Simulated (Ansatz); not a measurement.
`O=CO[SiH3]` → `O=CO` + `[SiH2]` at 400 K and 1 bar (silylene loss).

Calculated with Ansatz (gas phase, PBE0-D4/def2-TZVP geometries, no zero-point term in ΔE). CBS: MP2 limit from def2 TZ/QZ plus the TZ coupled-cluster correction, frozen cores. This one scheme is used for every species. One conformer a species, not always the lowest.

```json
{"species": "`O=CO[SiH3]`", "CCSD(T)/CBS energy (Eh)": "-479.91321", "H − E (kJ/mol)": "154.6", "S (J/(mol·K))": "326.5"}
{"species": "`O=CO`", "CCSD(T)/CBS energy (Eh)": "-189.60296", "H − E (kJ/mol)": "105.1", "S (J/(mol·K))": "262.3"}
{"species": "`[SiH2]`", "CCSD(T)/CBS energy (Eh)": "-290.19011", "H − E (kJ/mol)": "44.2", "S (J/(mol·K))": "218.1"}
```

H − E and S are ideal-gas, rigid-rotor, harmonic terms from PBE0-D4/def2-TZVP, for one conformer and one mirror image of each species. 1 Eh = 2625.50 kJ/mol, R = 8.31446 J/(mol·K).

Task: By hand: ΔE, ΔH, ΔS and ΔG.

Result: ΔE = (-189.60296) + (-290.19011) − (-479.91321) = 0.12014 Eh = 315.4 kJ/mol. Δ(H − E) = 105.1 + 44.2 − 154.6 = -5.3, so ΔH = 310.1 kJ/mol. ΔS = 262.3 + 218.1 − 326.5 = 153.9 J/(mol·K). ΔG = 310.1 − 400 × (153.9)/1000 = 248.5 kJ/mol.

Task: By hand: the equilibrium constant, and the temperature at which ΔG would vanish if ΔH and ΔS stayed fixed.

Result: log₁₀ K = −ΔG/(RT ln 10) = -32.5. ΔG = 0 at ΔH/ΔS = 2015 K.

The number of gas molecules changes by +1, which sets the sign of ΔS. A doubt of 5 kJ/mol in ΔE shifts log₁₀ K by 0.7 here. Other conformers and mirror images would add mixing entropy, several J/(mol·K) or more a flexible species. These are equilibria of isolated gas molecules and say nothing of rates. Largest T1 diagnostic: 0.016 (customary marks: 0.02 for closed shells, 0.045 for open ones).
